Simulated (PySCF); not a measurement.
Si(H)3(OAc) (C₂H₆O₂Si), SMILES CC(=O)O[SiH3].

Geometry: r2SCAN-D4/def2-SVP.

The numbers are results of PBE0/def2-TZVP in PySCF, not measurements.

Gas-phase values at a fixed geometry.

```json
{
  "total_energy": "-519.53605 hartree",
  "point_group": "Cs",
  "highest_occupied_level": "-8.25 eV",
  "lowest_empty_level": "-0.09 eV",
  "orbital_gap": "8.16 eV",
  "dipole_moment": "1.79 D",
  "quadrupole, principal values (traceless, Buckingham form, about the centre of nuclear charge)": "-8.94, 0.33, 8.60 D·Å",
  "mean_static_polarisability": "55.6 bohr³ (8.24 Å³)",
  "polarisability_principal_values": "46.2, 54.8, 65.8 bohr³"
}
```
